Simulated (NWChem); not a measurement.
System: HfH₃Cl; SMILES [Cl][HfH3]

Input file for NWChem:

```
start job
memory heap 200 mb stack 900 mb global 1100 mb
geometry units angstroms noautoz
  Hf     0.245181    -0.098364     0.192269
  Cl    -1.504216     0.604216    -1.177865
  H      1.858328     0.441596    -0.507028
  H      0.068224     0.618867     1.877113
  H      0.247053    -1.932613     0.328111
end
basis spherical
  * library def2-tzvp
end
ecp
  Hf library def2-ecp
end
dft
  xc pw6b95
  iterations 150
  mulliken
end
task dft energy
```

NWChem printed, in part:

```
             Northwest Computational Chemistry Package (NWChem) 7.3.0
             --------------------------------------------------------

 C1  symmetry detected

                             Geometry "geometry" -> ""
                             -------------------------

 Output coordinates in angstroms (scale by  1.889725989 to convert to a.u.)

  No.       Tag          Charge          X              Y              Z
 ---- ---------------- ---------- -------------- -------------- --------------
    1 Hf                  72.0000    -0.00000996     0.40984718    -0.00003886
    2 Cl                  17.0000     0.00012223    -1.92066256    -0.00004604
    3 H                    1.0000     0.43854857     1.04686869     1.66869909
    4 H                    1.0000     1.22614456     1.05140324    -1.21222049
    5 H                    1.0000    -1.66605380     1.04399441    -0.45289778

 Effective nuclear repulsion energy (a.u.)     348.4609438698

                                 NWChem DFT Module
                                 -----------------

 Summary of "ao basis" -> "ao basis" (spherical)
 ------------------------------------------------------------------------------
       Tag                 Description            Shells   Functions and Types
 ---------------- ------------------------------  ------  ---------------------
 Hf                        def2-tzvp                14       40   6s4p3d1f
 Cl                        def2-tzvp                13       37   5s5p2d1f
 H                         def2-tzvp                 4        6   3s1p

            General Information
            -------------------
          SCF calculation type: DFT
          Wavefunction type:  closed shell.
          No. of atoms     :     5
          No. of electrons :    32
           Alpha electrons :    16
            Beta electrons :    16
          Charge           :     0
          Spin multiplicity:     1
          Use of symmetry is: off; symmetry adaption is: off
          Maximum number of iterations: 150
          AO basis - number of functions:    95
                     number of shells:    39
          Convergence on energy requested:  1.00D-06
          Convergence on density requested:  1.00D-05
          Convergence on gradient requested:  5.00D-04

              XC Information
              --------------
                       PW6B95 Method XC Functional
                     Hartree-Fock (Exact) Exchange  0.280
                    PW6B95 GGA Exchange Functional  0.720
                      PW6B95 Correlation Potential  1.000

             Grid Information
             ----------------
          Grid used for XC integration:  medium
          Radial quadrature: Mura-Knowles
          Angular quadrature: Lebedev.
          Tag              B.-S. Rad. Rad. Pts. Rad. Cut. Ang. Pts.
          ---              ---------- --------- --------- ---------
          Hf                  1.55      123           8.0       590
          Cl                  1.00       88          10.0       590
          H                   0.35       45          10.0       434
          Grid pruning is: on
          Number of quadrature shells:   346
          Spatial weights used:  Erf1

      Superposition of Atomic Density Guess
      -------------------------------------

 Sum of atomic energies:        -512.91057830

      Non-variational initial energy
      ------------------------------

 Total energy =    -508.100868
 1-e energy   =    -844.339510
 2-e energy   =     271.168252
 HOMO         =      -0.314331
 LUMO         =       0.014527

     ---------------------------------------------
      Total Density - Mulliken Population Analysis
     ---------------------------------------------

    Atom       Charge   Shell Charges
 -----------   ------   -------------------------------------------------------
    1 Hf  12    10.27  -0.01 -0.32  1.42  0.91  0.65  0.23  2.19  2.92  0.97  0.28  0.33  0.53  0.13  0.04
    2 Cl  17    17.61   2.01  0.45  1.52  1.12  0.85  4.19  1.68  1.13  3.06  1.58  0.00  0.01  0.00
    3 H    1     1.37   0.25  0.66  0.46  0.00
    4 H    1     1.37   0.25  0.66  0.46  0.00
    5 H    1     1.37   0.25  0.66  0.46  0.00

   convergence    iter        energy       DeltaE   RMS-Dens  Diis-err
 ---------------- ----- ----------------- --------- --------- ---------
 d= 0,ls=0.0,diis     1   -510.2940615785 -5.75D+02  1.69D-02  8.41D-01
 d= 0,ls=0.0,diis     2   -510.0572621229  2.37D-01  1.06D-02  2.45D+00
 d= 0,ls=0.0,diis     3   -510.4044451709 -3.47D-01  1.82D-03  3.28D-02
 d= 0,ls=0.0,diis     4   -510.4078254089 -3.38D-03  6.58D-04  9.06D-03
 d= 0,ls=0.0,diis     5   -510.4088485633 -1.02D-03  5.98D-05  7.91D-05
  Resetting Diis
 d= 0,ls=0.0,diis     6   -510.4088581158 -9.55D-06  2.30D-05  1.00D-05
 d= 0,ls=0.0,diis     7   -510.4088593773 -1.26D-06  6.13D-06  7.30D-08
 d= 0,ls=0.0,diis     8   -510.4088593996 -2.23D-08  1.36D-06  2.61D-08

         Total DFT energy =     -510.408859399563
      One electron energy =     -845.970662501119
           Coulomb energy =      306.125194275342
    Exchange-Corr. energy =      -35.633781846036
 Nuclear repulsion energy =       65.070390672249

 Numeric. integr. density =       32.000006313962

                       DFT Final Molecular Orbital Analysis
                       ------------------------------------

 Vector   14  Occ=2.000000D+00  E=-3.534798D-01
              MO Center= -3.3D-03,  6.4D-01,  1.6D-03, r^2= 3.7D+00
   Bfn.  Coefficient  Atom+Function         Bfn.  Coefficient  Atom+Function
  ----- ------------  ---------------      ----- ------------  ---------------
     5      0.412568  1 Hf s                  3     -0.263520  1 Hf s
    56     -0.175711  2 Cl py                91      0.169216  5 H  s
     4     -0.168185  1 Hf s                 79      0.168793  3 H  s
    85      0.168328  4 H  s                  2      0.143121  1 Hf s
    23      0.139085  1 Hf d  2              11     -0.126205  1 Hf py

[...]
```

Level: PW6B95/def2-TZVP with def2 effective core potentials on Hf. Structure relaxed at the PBE0/def2-SVP level. def2 effective core potentials on Hf; no spin-orbit coupling.
